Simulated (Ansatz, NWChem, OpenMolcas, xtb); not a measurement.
# Redistribution: C3H6 + CH2I2 → C2H3I + C2H5I

Species: C3H6 (propene) `C=CC`, singlet; CH2I2 (diiodomethane) `ICI`, singlet; C2H3I (vinyl iodide) `C=CI`, singlet; C2H5I (iodoethane) `CCI`, singlet. The partners trade CH3 for I; both sit on C, so the bond types are kept.

Shapes, held fixed at every level: PBE0-D4/def2-TZVP. Programs: Ansatz 0.2.0, NWChem 7.3.0, OpenMolcas 26.06, xtb 6.7.1. A level may come from different programs for different species; with the same settings they agree closely. The zero-point and thermal change to 298 K, harmonic and unscaled (PBE0-D4/def2-TZVP), is +0.6 kJ/mol.

```tsv
level	kind	ΔH(298 K) (kJ/mol)	less CCSD(T)/def2-TZVPP
GFN0-xTB	semi-empirical	-7.2	+4.4
HF/def2-TZVPP	Hartree–Fock	-10.2	+1.4
B3LYP-D4/def2-TZVPP	global hybrid	-8.3	+3.3
B2PLYP/def2-SVP	double hybrid	-11.5	+0.1
B2PLYP/def2-TZVPP	double hybrid	-9.6	+2.0
MP2/def2-SVP	perturbation theory	-12.8	-1.2
MP2/def2-TZVPP	perturbation theory	-10.6	+1.0
CCSD(T)/def2-TZVPP	coupled cluster or CI	-11.6	0.0
```

The highest level, CCSD(T)/def2-TZVPP, gives ΔH(298 K) = -11.6 kJ/mol; the levels span -12.8 to -7.2. The column of differences is taken from that level and isn't an error. No measured value is set beside it here. For atoms past krypton def2 sets carry core potentials with scalar relativity. Correlated rows may include outer-core shells of I, which these sets cover unevenly.
